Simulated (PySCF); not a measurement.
```xyz
5
charge -1 multiplicity 1, angstrom
Pr    0.0000    0.0000    0.0020
H    -1.2692   -1.2691    1.2035
H    -1.2323    1.2324   -1.2413
H     1.2692    1.2691    1.2035
H     1.2323   -1.2324   -1.2413
```

All numbers come from PBE0 in PySCF with Pr def2-TZVP with ECP28, H def2-TZVP; scalar-relativistic core potentials, no spin–orbit coupling; density-fitted integrals.

This geometry of PrH₄⁻ is a stationary point at this level.

(1) What is the point group?

(2) Is it a minimum?

(3) List the harmonic modes with their infrared intensities.

(4) Give the atomic charges and bond orders.

Results:

(1) C2v.

(2) Yes: all harmonic wavenumbers are real.

(3) 
| symmetry | ω (cm⁻¹) | IR (km/mol) | type |
| --- | --- | --- | --- |
| b1 | 427 | 346 | bend |
| a1 | 431 | 478 | bend |
| b2 | 472 | 467 | bend |
| a1 | 479 | 0.0 | bend |
| a2 | 524 | 0.0 | bend |
| b1 | 1062 | 1650 | stretch |
| a1 | 1147 | 1412 | stretch |
| b2 | 1157 | 1466 | stretch |
| a1 | 1288 | 12.4 | stretch |

(4) 
```
atom  Mulliken  Löwdin  polar tensor  Mayer order to Pr1
 Pr1      0.63    0.15          1.63                   –
H2,4     -0.41   -0.29         -0.66                0.82
H3,5     -0.40   -0.28         -0.66                0.83
```

Stability towards spin polarisation was not tested. This need not be the most stable arrangement of these atoms. The lowest empty level of this anion is unbound, so it and the gap depend on the basis. The basis has no diffuse functions, which an anion would want.
